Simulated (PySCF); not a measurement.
A geometry optimisation on `[F][Sb]([F])[F]`.

Method: PBE0-D3(BJ)/def2-SVP geometry optimisation, gas phase, def2 core potentials past Kr (PySCF 2.14.0). Start geometry: GFN2-xTB. The input is one job of a driver script: a line of settings, then coordinates in Å.

Input:
```
{"job": {"xc": "PBE0", "basis": "def2-SVP", "d3": "d3bj", "grid": 1, "maxiter": 30, "shake": 0.03, "kind": "geom"}, "charge": 0, "multiplicity": 1}
Sb     0.056960    -0.071090     0.884650
F      1.551270    -0.042630    -0.286700
F     -0.819580     1.359300    -0.330030
F     -0.705360    -1.336030    -0.298390
```

Q: Give the output.

A: 
```
step   0  E = -539.31813844  max force = 0.049799
step   1  E = -539.33438330  max force = 0.008648
step   2  E = -539.33485968  max force = 0.003814
step   3  E = -539.33491211  max force = 0.000790
step   4  E = -539.33490986  max force = 0.000205
optimisation converged
```

Energies in Eh; «max force» is the largest Cartesian gradient component in Eh/bohr.

Q: Give the first gradient maximum in eV/Å.

A: With 1 Eh/bohr = 51.422 eV/Å, 2.561 eV/Å.

Q: How much energy does the optimisation release, in eV?

A: E(step 0) − E(last step) = 0.016771 Eh, which is 0.456 eV.

Main results: final energy -539.33491 Eh after 4 steps; dipole 3.93 D.

Q: Give the final coordinates.

A: 0.124 Å rms from the input after alignment:
```
atom  x, y, z in Å
Sb1    0.0221   -0.0250    0.7454
F2     1.6556   -0.0020   -0.2593
F3    -0.8124    1.3822   -0.2548
F4    -0.7819   -1.4457   -0.2618
```

Q: Estimate the wall time. Hardware: one thread, Arm Neoverse V1 (aarch64), shared host with 32 logical CPUs at a one-minute load of 13. And the peak memory of the process?

A: About 8.6 s, with 0.28 GiB resident at the peak, the Python interpreter and its libraries included.
Labels such as C1 count atoms from 1, the log's own numbers from 0.
